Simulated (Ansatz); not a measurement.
Cost and result for the atomization energy of C$_{2}$H$_{5}$F$_{2}$In, SMILES `C[CH](F)[InH][F]` (10 atoms, 9 bonds).

```xyz
10

C    -1.193   -0.284   -0.499
C     0.299   -0.501   -0.508
F     0.582   -1.863   -0.410
In    1.307    0.593    1.078
F     0.560    2.417    0.964
H    -1.659   -0.798   -1.346
H    -1.408    0.784   -0.577
H    -1.652   -0.659    0.418
H     0.722   -0.159   -1.459
H     2.443    0.470    2.340
```

Total charge 0; spin multiplicity 1. Correlated methods include outer-core shells of In, which these sets cover unevenly. In takes the def2 core potential. All single points use the PBE0-D4/def2-TZVP geometry. It is one conformer, not always the lowest. Program: Ansatz. All runs use 4 threads of an AMD EPYC 9R45 on a shared host. Times are those of one run each, without the atoms' runs, and a repeat can differ threefold. Electronic energies, without spin–orbit coupling; frozen cores. CCSD(T)/CBS adds CCSD(T) − MP2 in def2-TZVPP to the MP2 limit, and its time is that of the two runs behind it. T1 = 0.015. With those shells the extrapolation isn't a true limit. B3LYP takes the VWN-RPA correlation (the form of Gaussian; ORCA's B3LYP/G). HSE06 is the plane-wave form, built on full-range PBE exchange.

CCSD(T)/CBS is a level of theory with its own doubt, some kJ/mol a heavy atom from the limit and from the frozen cores, so smaller differences don't rank the functionals.

```json
{"level": "LDA (SPW92)/def2-TZVPP", "functions": "244", "wall time": "0.55 s"}
{"level": "revPBE-D4/def2-TZVPP", "functions": "244", "wall time": "0.85 s"}
{"level": "HSE06-D4/def2-TZVPP", "functions": "244", "wall time": "1.2 s"}
{"level": "BHLYP-D4/def2-TZVPP", "functions": "244", "wall time": "1.2 s"}
{"level": "r2SCAN-D4/def2-TZVPP (with forces)", "functions": "244", "wall time": "1.7 s"}
{"level": "B3LYP-D4/def2-TZVPP (with forces)", "functions": "244", "wall time": "1.9 s"}
{"level": "ωB97X-V/def2-TZVPP", "functions": "244", "wall time": "2.9 s"}
{"level": "B97M-V/def2-TZVPP", "functions": "244", "wall time": "3 s"}
{"level": "CCSD(T)/def2-SVP", "functions": "107", "wall time": "3.2 s"}
{"level": "ωB97M-V/def2-TZVPP (with forces)", "functions": "244", "wall time": "4 s"}
{"level": "MP2/def2-QZVPP", "functions": "460", "wall time": "7.5 s"}
{"level": "CCSD(T)/def2-TZVPP", "functions": "244", "wall time": "76 s"}
{"level": "CCSD(T)/CBS(def2)", "functions": "–", "wall time": "83 s"}
```

(1) What atomization energy does each give, and how far from CCSD(T)/CBS? (Estimate.)

Answers

(1) Ansatz gave: 
```
                             level  atomization (kJ/mol)  difference from CCSD(T)/CBS  per bond
            LDA (SPW92)/def2-TZVPP                3968.6                        533.2      59.2
              revPBE-D4/def2-TZVPP                3399.3                        -36.1      -4.0
               HSE06-D4/def2-TZVPP                3420.4                        -15.0      -1.7
               BHLYP-D4/def2-TZVPP                3288.7                       -146.7     -16.3
r2SCAN-D4/def2-TZVPP (with forces)                3435.6                          0.2       0.0
 B3LYP-D4/def2-TZVPP (with forces)                3404.2                        -31.2      -3.5
                ωB97X-V/def2-TZVPP                3439.1                          3.7       0.4
                 B97M-V/def2-TZVPP                3430.1                         -5.3      -0.6
                  CCSD(T)/def2-SVP                3236.6                       -198.8     -22.1
  ωB97M-V/def2-TZVPP (with forces)                3430.6                         -4.8      -0.5
                    MP2/def2-QZVPP                3457.3                         21.9       2.4
                CCSD(T)/def2-TZVPP                3342.5                        -92.9     -10.3
                 CCSD(T)/CBS(def2)                3435.4                          0.0       0.0
```

From PBE to PBE0 (25 % exact exchange), in def2-TZVPP and without D4, the atomization energy moves by −78.2 kJ/mol: exact exchange takes away binding that semilocal exchange gives to molecules. The D4 term adds +27.9 kJ/mol with B3LYP and +14.6 kJ/mol with PBE0; it sums over pairs of atoms, weighted by their polarisabilities, and B3LYP, whose exchange is more repulsive, gets the larger term. Leaving LDA and LC-ωPBE aside and taking each functional with its dispersion term where it has one, the values, not all of them listed here, spread over 210.5 kJ/mol, from BHLYP-D4 to PBE-D4. LDA lies +486.5 kJ/mol from PBE without D4, its usual overbinding.

Spin–orbit coupling would lower the free In atoms strongly, and the atomization energy with them, by more than many differences here.
